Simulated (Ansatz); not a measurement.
**CH3ClF2Si (SMILES C[Si](F)(F)Cl): the energy to break a bond**

The species is CH3ClF2Si (8 atoms), meant as a singlet with charge 0. As SMILES, `C[Si](F)(F)Cl`. The shape was relaxed beforehand at B3LYP/def2-SVP.

```jsonl
{"atom": "C", "x (Å)": "-0.8159", "y (Å)": "-0.3004", "z (Å)": "0.5170"}
{"atom": "Si", "x (Å)": "0.6935", "y (Å)": "0.1564", "z (Å)": "-0.4409"}
{"atom": "F", "x (Å)": "2.0153", "y (Å)": "-0.4835", "z (Å)": "0.2268"}
{"atom": "F", "x (Å)": "0.6202", "y (Å)": "-0.4250", "z (Å)": "-1.9439"}
{"atom": "Cl", "x (Å)": "0.9713", "y (Å)": "2.1863", "z (Å)": "-0.5647"}
{"atom": "H", "x (Å)": "-0.9252", "y (Å)": "-1.3959", "z (Å)": "0.5557"}
{"atom": "H", "x (Å)": "-0.7506", "y (Å)": "0.0809", "z (Å)": "1.5477"}
{"atom": "H", "x (Å)": "-1.7163", "y (Å)": "0.1241", "z (Å)": "0.0467"}
```

Wanted: the dissociation energy of the H8–C1 bond into doublet H and doublet CH2ClF2Si (shapes relaxed at B3LYP/def2-SVP, no zero-point term). 1 Eh = 2625.50 kJ/mol = 27.2114 eV. Totals in Eh; open shells run unrestricted unless said.

```
                                             level  program    CH3ClF2Si    doublet H  doublet CH2ClF2Si
                                      PBE/def2-SVP   Ansatz  -988.473945    -0.498629        -987.804656
                                  wB97M-V/def2-SVP   Ansatz  -988.952047    -0.491712        -988.283327
MP2/def2-SVP, 13 core orbitals frozen in the whole   Ansatz  -987.434939  -986.767242          -0.499278
```

Work out the dissociation energy at each level.


1. PBE/def2-SVP: (-0.498629) + (-987.804656) − (-988.473945) = 0.170660 Eh = 448.1 kJ/mol = 4.64 eV.
2. wB97M-V/def2-SVP: (-0.491712) + (-988.283327) − (-988.952047) = 0.177008 Eh = 464.7 kJ/mol = 4.82 eV.
3. MP2/def2-SVP: (-986.767242) + (-0.499278) − (-987.434939) = 0.168419 Eh = 442.2 kJ/mol = 4.58 eV.

The levels span 442 to 465 kJ/mol; no measured value is set beside them. A bond enthalpy at 298 K also holds the loss of zero-point energy and thermal terms.
